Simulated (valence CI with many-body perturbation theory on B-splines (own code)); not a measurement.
## Fe XX: calculated level list

Calculated by configuration interaction combined with many-body perturbation theory (CI+MBPT): five valence electrons over a frozen Dirac-Fock core [He], radial functions for each j: 11 s, 11 p, 10 d, 8 f, 5 g, 2 h, with the one-electron correlation potential Σ1 (screened to all orders), the two-electron term Σ2, the three-electron term Σ3, Breit, model QED; selected single and double excitations, second order for the rest, scaled by the run's own slope (own B-spline code, finite nucleus).

No measured spectrum was set against this ion. As an estimate, levels of excited configurations hold to 0.05 to 0.15 % of their energy, terms of the ground configuration to about 0.5 %. Among the levels kept, up to 5400 cm⁻¹ of a level comes from second order outside the variational space, and about a tenth of that is noise between levels of different J, which matters for small intervals.

Levels 136 to 180 of 204, with energies above the lowest level, 2s²2p³ ⁴S°_3/2. "Leading %" is the weight of the configuration and term that name the level; weights of strongly mixed levels are sums over their largest components and can fall short. In the jj column 3d3/2^4 stands for four electrons in 3d with j = 3/2.

| No. | Configuration | Term | J | E (Ry) | Leading % | Second component | Leading jj |
| --- | --- | --- | --- | --- | --- | --- | --- |
| 136 | 2s2p³3d | ⁴F° | 7/2 | 76.659 | 61 | 34 % 2s2p³3d ⁴G° | 2s 2p1/2 2p3/2^2 3d3/2 (48 %) |
| 137 | 2s2p³3d | ⁴G° | 5/2 | 76.767 | 73 | 16 % 2s2p³3d ⁴F° | 2s 2p1/2^2 2p3/2 3d3/2 (42 %) |
| 138 | 2s2p³3d | ⁴G° | 9/2 | 76.787 | 78 | 19 % 2s2p³3d ⁴F° | 2s 2p1/2 2p3/2^2 3d5/2 (48 %) |
| 139 | 2s2p³3d | ⁴G° | 7/2 | 76.797 | 50 | 40 % 2s2p³3d ⁴F° | 2s 2p1/2^2 2p3/2 3d5/2 (32 %) |
| 140 | 2s2p³3p | ²S | 1/2 | 76.894 | 67 | 10 % 2s2p³3p ²P | 2s 2p1/2 2p3/2^2 3p3/2 (47 %) |
| 141 | 2s2p³3d | ⁴F° | 9/2 | 76.908 | 95 | 5 % 2s2p³3d ⁴G° | 2s 2p1/2 2p3/2^2 3d5/2 (83 %) |
| 142 | 2s2p³3d | ⁴D° | 1/2 | 76.934 | 85 |  | 2s 2p1/2^2 2p3/2 3d3/2 (40 %) |
| 143 | 2s2p³3s | ²P° | 3/2 | 76.941 | 78 | 13 % 2s2p³3s ⁴S° | 2s 2p3/2^3 3s (63 %) |
| 144 | 2s2p³3s | ²P° | 1/2 | 76.978 | 72 | 18 % 2s2p³3s ²S° | 2s 2p3/2^3 3s (62 %) |
| 145 | 2s2p³3d | ⁴D° | 3/2 | 76.982 | 72 | 8 % 2s2p³3d ²P° | 2s 2p1/2^2 2p3/2 3d3/2 (36 %) |
| 146 | 2s2p³3d | ⁴G° | 11/2 | 76.983 | 100 |  | 2s 2p1/2 2p3/2^2 3d5/2 (100 %) |
| 147 | 2s2p³3d | ⁴D° | 5/2 | 77.083 | 64 | 32 % 2s2p³3d ⁴P° | 2s 2p1/2 2p3/2^2 3d5/2 (47 %) |
| 148 | 2s2p³3d | ²S° | 1/2 | 77.092 | 63 | 29 % 2s2p³3d ⁴P° | 2s 2p1/2^2 2p3/2 3d3/2 (43 %) |
| 149 | 2s2p³3d | ⁴D° | 7/2 | 77.155 | 51 | 36 % 2s2p³3d ²G° | 2s 2p1/2 2p3/2^2 3d5/2 (39 %) |
| 150 | 2s2p³3d | ²G° | 7/2 | 77.244 | 50 | 41 % 2s2p³3d ⁴D° | 2s 2p1/2 2p3/2^2 3d5/2 (45 %) |
| 151 | 2s2p³3p | ⁴P | 3/2 | 77.261 | 54 | 26 % 2s2p³3p ²P | 2s 2p1/2 2p3/2^2 3p1/2 (56 %) |
| 152 | 2s2p³3d | ²G° | 9/2 | 77.285 | 87 | 7 % 2s2p³3d ⁴G° | 2s 2p1/2 2p3/2^2 3d3/2 (68 %) |
| 153 | 2s2p³3p | ²P | 1/2 | 77.286 | 49 | 36 % 2s2p³3p ⁴P | 2s 2p1/2 2p3/2^2 3p1/2 (50 %) |
| 154 | 2s2p³3d | ⁴P° | 5/2 | 77.344 | 64 | 30 % 2s2p³3d ⁴D° | 2s 2p1/2 2p3/2^2 3d3/2 (70 %) |
| 155 | 2s2p³3d | ⁴P° | 3/2 | 77.389 | 59 | 20 % 2s2p³3d ⁴S° | 2s 2p1/2^2 2p3/2 3d5/2 (42 %) |
| 156 | 2s2p³3d | ⁴P° | 1/2 | 77.405 | 71 | 25 % 2s2p³3d ²S° | 2s 2p1/2 2p3/2^2 3d5/2 (71 %) |
| 157 | 2s2p³3d | ⁴P° | 3/2 | 77.437 | 39 | 34 % 2s2p³3d ²P° | 2s 2p1/2 2p3/2^2 3d3/2 (68 %) |
| 158 | 2s2p³3d | ²D° | 5/2 | 77.442 | 67 | 19 % 2s2p³3d ²F° | 2s 2p1/2 2p3/2^2 3d5/2 (38 %) |
| 159 | 2s2p³3p | ⁴P | 5/2 | 77.470 | 78 | 12 % 2s2p³3p ²D | 2s 2p1/2 2p3/2^2 3p3/2 (60 %) |
| 160 | 2s2p³3d | ⁴S° | 3/2 | 77.588 | 51 | 28 % 2s2p³3d ²P° | 2s 2p1/2 2p3/2^2 3d5/2 (54 %) |
| 161 | 2s2p³3d | ²P° | 1/2 | 77.619 | 86 | 7 % 2s2p³3d ⁴D° | 2s 2p1/2 2p3/2^2 3d5/2 (64 %) |
| 162 | 2s2p³3p | ²P | 3/2 | 77.624 | 58 | 31 % 2s2p³3p ⁴P | 2s 2p1/2 2p3/2^2 3p3/2 (43 %) |
| 163 | 2s2p³3p | ²P | 1/2 | 77.629 | 43 | 36 % 2s2p³3p ⁴P | 2s 2p1/2 2p3/2^2 3p3/2 (39 %) |
| 164 | 2s2p³3p | ²F | 5/2 | 77.688 | 84 | 12 % 2s2p³3p ²D | 2s 2p1/2 2p3/2^2 3p1/2 (45 %) |
| 165 | 2s2p³3p | ²F | 7/2 | 77.834 | 92 | 7 % 2s2p³3p ⁴D | 2s 2p1/2 2p3/2^2 3p3/2 (68 %) |
| 166 | 2s2p³3d | ²D° | 3/2 | 77.882 | 79 | 5 % 2s2p³3d ⁴D° | 2s 2p1/2 2p3/2^2 3d5/2 (55 %) |
| 167 | 2s2p³3d | ²F° | 7/2 | 77.945 | 82 | 5 % 2s2p³3d ⁴F° | 2s 2p1/2 2p3/2^2 3d5/2 (44 %) |
| 168 | 2s2p³3d | ²F° | 5/2 | 77.975 | 57 | 29 % 2s2p³3d ²D° | 2s 2p1/2 2p3/2^2 3d5/2 (67 %) |
| 169 | 2s2p³3p | ²D | 3/2 | 78.072 | 88 |  | 2s 2p1/2 2p3/2^2 3p3/2 (38 %) |
| 170 | 2s2p³3d | ⁴F° | 3/2 | 78.108 | 87 | 9 % 2s2p³3d ²D° | 2s 2p1/2 2p3/2^2 3d3/2 (80 %) |
| 171 | 2s2p³3d | ⁴F° | 5/2 | 78.113 | 72 | 13 % 2s2p³3d ⁴D° | 2s 2p1/2 2p3/2^2 3d5/2 (40 %) |
| 172 | 2s2p³3p | ²D | 5/2 | 78.128 | 90 | 6 % 2s2p³3p ⁴P | 2s 2p1/2 2p3/2^2 3p3/2 (54 %) |
| 173 | 2s2p³3d | ⁴F° | 7/2 | 78.131 | 63 | 15 % 2s2p³3d ⁴D° | 2s 2p1/2 2p3/2^2 3d5/2 (58 %) |
| 174 | 2s2p³3d | ⁴F° | 9/2 | 78.236 | 71 | 16 % 2s2p³3d ²G° | 2s 2p3/2^3 3d5/2 (57 %) |
| 175 | 2s2p³3d | ⁴P° | 5/2 | 78.311 | 66 | 14 % 2s2p³3d ⁴D° | 2s 2p1/2 2p3/2^2 3d5/2 (67 %) |
| 176 | 2s2p³3d | ⁴P° | 1/2 | 78.340 | 65 | 19 % 2s2p³3d ⁴D° | 2s 2p1/2 2p3/2^2 3d3/2 (44 %) |
| 177 | 2s2p³3d | ⁴P° | 3/2 | 78.347 | 44 | 25 % 2s2p³3d ⁴D° | 2s 2p1/2 2p3/2^2 3d5/2 (36 %) |
| 178 | 2s2p³3p | ²P | 3/2 | 78.427 | 54 | 37 % 2s2p³3p ²D | 2s 2p1/2 2p3/2^2 3p3/2 (37 %) |
| 179 | 2s2p³3d | ⁴D° | 1/2 | 78.452 | 65 | 18 % 2s2p³3d ⁴P° | 2s 2p3/2^3 3d3/2 (42 %) |
| 180 | 2s2p³3d | ²D° | 3/2 | 78.470 | 50 | 19 % 2s2p³3d ⁴D° | 2s 2p3/2^3 3d5/2 (34 %) |

Names give the largest LS component (configuration and term), which can be under half, so a name can repeat, a term be missing and a line seem to break the LS rules; names also repeat where a configuration has a term twice.

Where two levels of one J and parity lie close, their mixing, g and order are uncertain.
